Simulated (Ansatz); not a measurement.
Reaction (redistribution): `OC[SiH2][SiH3]` + `O[SiH2]C(O)O` → `O[SiH2]C(O)[SiH3]` + `OC[SiH2]O`

Calculated with Ansatz (gas phase, PBE0-D4/def2-TZVP geometries, no zero-point term in ΔE). CCSD(T)/CBS adds triple-zeta CCSD(T) − MP2 to the extrapolated MP2 energy (def2 sets, frozen cores). DFT in def2-TZVPP. B3LYP here is the variant with VWN-RPA as its local correlation; programs differ in this. Each species was taken in one conformer, which may not be the lowest.

| level | ΔE (kJ/mol) | difference from CCSD(T)/CBS |
| --- | --- | --- |
| PBE-D4 | -107.8 | 28.3 |
| r2SCAN-D4 | -125.0 | 11.1 |
| PBE0-D4 | -116.0 | 20.1 |
| B3LYP-D4 | -128.6 | 7.5 |
| ωB97X-V | -125.8 | 10.3 |
| ωB97M-V | -135.7 | 0.4 |
| B2PLYP | -133.5 | 2.6 |
| PBE | -105.9 | 30.2 |
| r2SCAN | -124.6 | 11.5 |
| PBE0 | -114.4 | 21.7 |
| B3LYP | -125.5 | 10.6 |
| HF/def2-TZVPP | -139.4 | -3.3 |
| MP2/def2-TZVPP | -144.7 | -8.6 |
| SCS-MP2/def2-TZVPP | -142.4 | -6.3 |
| CCSD/def2-TZVPP | -133.0 | 3.1 |
| CCSD(T)/def2-TZVPP | -131.0 | 5.1 |
| HF/def2-QZVPP | -141.6 | -5.5 |
| MP2/def2-QZVPP | -148.4 | -12.3 |
| SCS-MP2/def2-QZVPP | -146.0 | -9.9 |
| HF/CBS(def2) | -141.9 | -5.8 |
| MP2/CBS(def2) | -149.9 | -13.8 |
| CCSD/CBS(def2) | -138.2 | -2.1 |
| CCSD(T)/CBS | -136.1 | 0 |

Largest T1 diagnostic among the species: 0.012.

The D4 term adds −3.1 kJ/mol with B3LYP and −1.6 kJ/mol with PBE0; it sums over pairs of atoms, weighted by their polarisabilities, and B3LYP, whose exchange is more repulsive, gets the larger term. From PBE to PBE0 (25 % exact exchange), in def2-TZVPP and without D4, ΔE moves by −8.5 kJ/mol.
